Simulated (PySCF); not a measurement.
**BAs: from constants to spectrum**

ROHF-CCSD(T) constants of BAs, ³Π (triplet), unpaired electrons σ ↑, π ↑ (basis B cc-pVDZ, As cc-pVDZ-PP with ECP10; scalar-relativistic core potentials; PySCF 2.14; masses 11.0093 and 74.9216 u):

| Quantity | Value |
| --- | --- |
| ωe | 772.7 cm⁻¹ |
| ωexe | 4.91 cm⁻¹ |
| Be | 0.49407 cm⁻¹ |
| αe | 0.00401 cm⁻¹ |
| D (centrifugal) | 8.08e-07 cm⁻¹ |
| De to B + As | 2.29 eV |

Q: Give the vibrational terms G(v) and spacings up to v = 6.

A: G(v) = ωe(v+½) − ωexe(v+½)².

| v | G(v) (cm⁻¹) | G(v) − G(v−1) | Bv (cm⁻¹) |
| --- | --- | --- | --- |
| 0 | 385.1 |  | 0.4921 |
| 1 | 1148.0 | 762.9 | 0.4881 |
| 2 | 1901.1 | 753.1 | 0.4840 |
| 3 | 2644.3 | 743.2 | 0.4800 |
| 4 | 3377.7 | 733.4 | 0.4760 |
| 5 | 4101.3 | 723.6 | 0.4720 |
| 6 | 4815.1 | 713.8 | 0.4680 |

Q: How well does the Morse estimate ωe²/(4ωexe) reproduce De, and what is D0?

A: It gives 3.77 eV, 165 % of the computed De. D0 = De − G(0) = 2.29 − 0.05 = 2.24 eV.

Correlated steps freeze 5 core orbitals. Correlated levels converge slowly with the basis: in double zeta they bind strong bonds too weakly, by up to about 1 eV, and carry superposition errors of some tenths. Spin–orbit coupling is left out. The state is the lowest determinant that a PBE0 search found; another state may lie lower at other levels.
